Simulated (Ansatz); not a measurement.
C3H10Si2 can be A, `C[Si]1([SiH3])CC1`, or B, `[SiH3]C1C[SiH2]C1`.

Calculated with Ansatz (gas phase, PBE0-D4/def2-TZVP geometries, no zero-point term in ΔE). CCSD(T)/CBS adds triple-zeta CCSD(T) − MP2 to the extrapolated MP2 energy (def2 sets, frozen cores). DFT in def2-TZVPP.

A:

Z-matrix (Å, degrees):
```
C
Si 1 1.869
H 1 1.092 2 111.2
H 1 1.092 2 111.2 3 120.6
H 1 1.092 2 109.7 3 -119.7
Si 2 2.319 1 118.9 3 -60.5
C 2 1.857 1 118.4 3 147.5
C 2 1.857 1 118.4 3 91.4
H 6 1.489 2 111.9 1 60.5
H 6 1.489 2 111.8 1 -60.4
H 6 1.488 2 108.2 1 -180.0
H 7 1.085 2 120.0 1 148.1
H 7 1.086 2 118.4 1 3.5
H 8 1.085 2 120.0 1 -148.1
H 8 1.086 2 118.4 1 -3.5
```

B:

```xyz
15

Si   -0.8936    0.6764    1.5794
C    -0.2435   -0.6187    0.3865
C    -0.7978   -0.4175   -1.0632
Si    0.8860    0.3004   -1.5131
C     1.2979   -0.4841    0.1506
H    -2.3728    0.5727    1.7091
H    -0.2723    0.5091    2.9218
H    -0.5598    2.0370    1.0729
H    -0.5140   -1.5962    0.8000
H    -0.9857   -1.3735   -1.5584
H    -1.6975    0.1923   -1.1599
H     1.5767   -0.2041   -2.7335
H     0.9446    1.7874   -1.5322
H     1.7752   -1.4609    0.0407
H     1.8568    0.0796    0.8993
```

Task: Which is lower in electronic energy at CCSD(T)/CBS, and by how much? (Best estimate.)

Result: Ansatz gave: A, by 0.1 kcal/mol. So small a gap doesn't settle the order.

Task: Give E(B) − E(A) in kcal/mol with ωB97M-V, r2SCAN-D4, BLYP-D4, CCSD(T)/def2-SVP, B2PLYP, LDA (SPW92), MP2/def2-TZVPP. (Estimate.)

Result: The calculation gave: ωB97M-V -0.4, r2SCAN-D4 4.2, BLYP-D4 2.6, CCSD(T)/def2-SVP -2.3, B2PLYP 1.6, LDA (SPW92) 2.8, MP2/def2-TZVPP -0.6. The order is the other way round with ωB97M-V, CCSD(T)/def2-SVP, MP2/def2-TZVPP.

Task: Does the order hold for the free energy at 298.15 K (harmonic terms from PBE0-D4)? (Best estimate.)

Result: The calculation gave: Too close to call: G(B) − G(A) = -0.2 kcal/mol.

Largest T1 diagnostic: 0.011.

Leaving LDA and LC-ωPBE aside and taking each functional with its dispersion term where it has one, the values, not all of them listed here, spread over 5.3 kcal/mol, from BHLYP-D4 to PBE-D4. LDA lies −3.1 kcal/mol from PBE without D4. From r2SCAN to r2SCAN0 (25 % exact exchange), in def2-TZVPP and without D4, E(B) − E(A) moves by −1.5 kcal/mol.
